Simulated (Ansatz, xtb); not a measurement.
## Two conformers of CH8OSiSn

We compare X, `C[SiH2][O][SnH3]`, a singlet, with Y, `C[SiH2][O][SnH3]`, a singlet. Both are isolated molecules in the gas phase, relaxed with B3LYP-D3(BJ)/def2-SVP.

X (Å):

```csv
atom,x (Å),y (Å),z (Å)
C,-2.5988,0.0762,0.4596
O,-0.9591,-1.1783,-1.6191
Si,-2.2472,-0.1652,-1.3722
Sn,1.0207,-1.0908,-1.4046
H,-1.7476,0.5547,0.9718
H,-2.7925,-0.8903,0.9523
H,-3.4838,0.7180,0.6063
H,-1.9882,1.1769,-1.9902
H,-3.4424,-0.7659,-2.0343
H,1.5994,-2.4151,-2.3225
H,1.3531,-1.2529,0.2737
H,1.5346,0.4296,-2.0205
```

Y (Å):

| atom | x (Å) | y (Å) | z (Å) |
| --- | --- | --- | --- |
| C | -1.9195 | 0.6875 | 1.2059 |
| O | 0.5932 | -0.3534 | 0.2541 |
| Si | -1.0387 | -0.4101 | -0.0315 |
| Sn | 2.2340 | -1.1570 | -0.5457 |
| H | -1.7240 | 0.3497 | 2.2361 |
| H | -3.0090 | 0.6669 | 1.0367 |
| H | -1.5762 | 1.7305 | 1.1166 |
| H | -1.5464 | -1.8160 | 0.0890 |
| H | -1.3462 | 0.0511 | -1.4249 |
| H | 2.0863 | -2.8635 | -0.4071 |
| H | 3.5067 | -0.5212 | 0.4071 |
| H | 2.3071 | -0.6434 | -2.1839 |

Problem. Which of the two would you expect CCSD(T)/def2-SVP + ΔMP2/def2-TZVPP electronic energies to favour?

Solution. Too close to call at this level: CCSD(T)/def2-SVP + ΔMP2/def2-TZVPP gives E(Y) − E(X) = −1.22 kJ/mol.

Level by level:

```
                             level               geometry  E(Y) − E(X) (kJ/mol)  departure from the last row (kJ/mol)  job, with rough time for the two
             B3LYP-D3(BJ)/def2-SVP  B3LYP-D3(BJ)/def2-SVP                   −0.92                                 +0.30                optimisation, 94 s
                       HF/def2-SVP  B3LYP-D3(BJ)/def2-SVP                   −2.09                                 −0.88           part of the CCSD(T) run
                      MP2/def2-SVP  B3LYP-D3(BJ)/def2-SVP                   −1.75                                 −0.53           part of the CCSD(T) run
                  CCSD(T)/def2-SVP  B3LYP-D3(BJ)/def2-SVP                   −1.66                                 −0.45                      single point
CCSD(T)/def2-SVP + ΔMP2/def2-TZVPP  B3LYP-D3(BJ)/def2-SVP                   −1.22                                                      single point, 23 s
```

The largest departure from CCSD(T)/def2-SVP + ΔMP2/def2-TZVPP is that of HF/def2-SVP, 0.88 kJ/mol. Levels run at GFN2-xTB geometries aren't shown. The last row adds to CCSD(T) the change of the MP2 difference between the two basis sets, here +0.45 kJ/mol.

With harmonic frequencies from B3LYP-D3(BJ)/def2-SVP (ideal gas, rigid rotor, one conformer each, 298.15 K, 1 atm): on the last row, ΔE + ΔZPE = −1.32 kJ/mol. A mode under 50 cm⁻¹ makes harmonic enthalpies and free energies unreliable, so none is given.

The correlated steps freeze 11 core orbitals; the filled d shell of Sn is correlated, in a basis made for valence electrons. Atoms past krypton carry core potentials in the def2 sets and no spin–orbit term is included. Codes used: Ansatz 0.2.0; the last row on 2 threads of Intel(R) Xeon(R) Gold 6455B (Sapphire Rapids) on a shared host.
